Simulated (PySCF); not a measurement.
```xyz
3
charge 0 multiplicity 1, angstrom
I    -0.2478    0.0000   -0.3662
O    -1.6819    0.0000    0.7250
Cl    1.6709    0.0000    1.0055
```

These are results of PySCF, PBE0, basis I def2-TZVP with ECP28, O def2-TZVP, Cl def2-TZVP (scalar-relativistic core potentials, no spin–orbit coupling, density fitting), not measurements.

This geometry of IOCl is a stationary point at this level.

**Question.** What is the point group?

**Answer.** Cs.

**Question.** Is it a minimum?

**Answer.** Yes: all harmonic wavenumbers are real.

**Question.** List the harmonic modes with their infrared intensities.

**Answer.** 
```
symmetry  ω (cm⁻¹)  IR (km/mol)     type
      a'       183          5.9     bend
      a'       350         45.2  stretch
      a'       832         44.3  stretch
```

**Question.** Give the atomic charges and bond orders.

**Answer.** 
```json
{"atom": "I1", "Mulliken": "0.73", "Löwdin": "0.63", "polar tensor": "0.92", "Mayer order to I1": "–"}
{"atom": "O2", "Mulliken": "-0.52", "Löwdin": "-0.55", "polar tensor": "-0.49", "Mayer order to I1": "1.66"}
{"atom": "Cl3", "Mulliken": "-0.21", "Löwdin": "-0.09", "polar tensor": "-0.43", "Mayer order to I1": "0.96"}
```

Only a few start shapes were tried, so a lower isomer may exist.
